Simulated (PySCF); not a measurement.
Ge(H)2(Et)(NH2) (C2H9GeN), SMILES C[CH2][GeH2][NH2].

Coordinates come from a B3LYP-D3(BJ)/def2-SVP optimisation. Other conformers were not sampled.

All values below come from TDDFT-PBE/def2-SVPD in PySCF.

Vertical excitations. Isolated molecule, no solvent.

Q: Estimate the UV-visible absorptions. (The exact figures need the calculation; the answer reports its results.)

A: 
```json
[
 {"state": "S1", "energy (eV)": "5.47", "λ (nm)": "227", "f": "0.011", "main pairs": "HOMO→LUMO 98 %"},
 {"state": "S2", "energy (eV)": "6.00", "λ (nm)": "207", "f": "0.029", "main pairs": "HOMO→LUMO+1 94 %"},
 {"state": "S3", "energy (eV)": "6.28", "λ (nm)": "197", "f": "0.030", "main pairs": "HOMO→LUMO+2 95 %"},
 {"state": "S4", "energy (eV)": "6.71", "λ (nm)": "185", "f": "0.015", "main pairs": "HOMO−1→LUMO 96 %"},
 {"state": "S5", "energy (eV)": "6.82", "λ (nm)": "182", "f": "0.011", "main pairs": "HOMO→LUMO+3 97 %"},
 {"state": "S6", "energy (eV)": "6.94", "λ (nm)": "179", "f": "0.018", "main pairs": "HOMO→LUMO+4 96 %"},
 {"state": "S7", "energy (eV)": "7.16", "λ (nm)": "173", "f": "0.020", "main pairs": "HOMO→LUMO+5 86 %"},
 {"state": "S8", "energy (eV)": "7.26", "λ (nm)": "171", "f": "0.007", "main pairs": "HOMO−1→LUMO+1 89 %"},
 {"state": "S9", "energy (eV)": "7.42", "λ (nm)": "167", "f": "0.001", "main pairs": "HOMO→LUMO+6 82 %"},
 {"state": "S10", "energy (eV)": "7.50", "λ (nm)": "165", "f": "0.035", "main pairs": "HOMO−2→LUMO 87 %"},
 {"state": "T1", "energy (eV)": "5.19", "λ (nm)": "239", "f": "0", "main pairs": "HOMO→LUMO 98 %"},
 {"state": "T2", "energy (eV)": "5.74", "λ (nm)": "216", "f": "0", "main pairs": "HOMO→LUMO+1 96 %"},
 {"state": "T3", "energy (eV)": "6.07", "λ (nm)": "204", "f": "0", "main pairs": "HOMO→LUMO+2 97 %"},
 {"state": "T4", "energy (eV)": "6.54", "λ (nm)": "190", "f": "0", "main pairs": "HOMO−1→LUMO 98 %"}
]
```
Triplets are in the Tamm–Dancoff approximation, which puts them higher than full response would, so one can lie above its singlet here.
